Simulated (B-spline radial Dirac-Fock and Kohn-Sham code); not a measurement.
**Li 1s: cross section and angular parameters**

System: atomic lithium, [He] 2s1; threshold 59.42 eV (orbital energy of the model). Model: Dirac-Hartree-Slater photoionisation with a Latter tail; cross sections with all multipoles, angular parameters from the dipole term and its interference with E2. Program: an atomic code on a B-spline grid.

For linearly polarised light dσ/dΩ = σ/(4π) [1 + β P₂(cos θ) + (δ + γ cos²θ) sin θ cos φ], with θ from the polarisation vector and φ the angle between the beam and the projection of the electron momentum on the plane normal to the polarisation.

| hν (eV) | σ (kb) | β | γ |
| --- | --- | --- | --- |
| 76.7 | 2700 | 2.000 | 0.050 |
| 94.4 | 1820 | 2.000 | 0.079 |
| 100 | 1600 | 2.000 | 0.088 |
| 105 | 1430 | 2.000 | 0.096 |
| 123 | 973 | 2.000 | 0.124 |
| 172 | 408 | 2.000 | 0.192 |
| 186 | 331 | 2.000 | 0.209 |
| 199 | 277 | 2.000 | 0.223 |
| 200 | ? | ? | ? |
| 242 | 164 | 2.000 | 0.265 |
| 300 | 90.7 | 2.000 | 0.314 |
| 376 | 47.8 | 2.000 | 0.370 |
| 400 | 40.0 | 2.000 | 0.386 |
| 401 | 39.7 | 2.000 | 0.387 |
| 800 | 5.22 | 2.000 | 0.601 |
| 905 | 3.59 | 2.000 | 0.649 |
| 943 | 3.17 | 2.000 | 0.665 |
| 1030 | 2.42 | 2.000 | 0.701 |
| 1260 | 1.30 | 2.000 | 0.787 |
| 2000 | 0.303 | 2.000 | 1.020 |
| 2020 | 0.294 | 2.000 | 1.026 |
| 2984.4 | 0.0837 | 2.000 | 1.265 |
| 3000 | 0.0823 | 2.000 | 1.269 |
| 3490 | 0.0503 | 2.000 | 1.375 |
| 3610 | 0.0451 | 2.000 | 1.399 |
| 5150 | 0.0140 | 2.000 | 1.682 |
| 5414.7 | 0.0119 | 2.000 | 1.727 |
| 6910 | 0.00530 | 2.000 | 1.956 |
| 7870 | 0.00344 | 2.000 | 2.089 |

**Question.** Give the values at 200 eV.

**Answer.** σ = 273 kb, β = 2.000, γ = 0.224. For an s subshell δ is negligible.

Values without a named source are computed, but for edge energies of neutral atoms, which are taken from tables.
